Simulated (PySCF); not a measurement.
Pd²⁺: ionisation energy

Pd²⁺ [Kr] 4d8 (3F) → Pd³⁺ [Kr] 4d7 (4F), as a difference of total energies. Computed with PySCF 2.14 in aug-cc-pwCVDZ-PP with ECP28MDF (6s6p5d3f, 70 functions), with scalar relativity through the core potential. Correlated levels: valence and next inner shell: nothing frozen outside the core potential. The calculations carry no spin-orbit coupling.

```tsv
method	ionisation energy (eV)	difference from reference (eV)
UHF	31.074	-1.856
MP2 (valence and next inner shell)	32.486	-0.444
SCS-MP2 (valence and next inner shell)	32.379	-0.551
CCSD (valence and next inner shell)	32.276	-0.654
CCSD(T) (valence and next inner shell)	32.336	-0.594
```

Reference: 32.93 eV (semi-empirical (NIST evaluation); NIST Atomic Spectra Database, ionization energies).

The reference lies between the lowest fine-structure levels, while these numbers refer to the centres of the terms.

Errors of the correlated levels include the incompleteness of this basis.
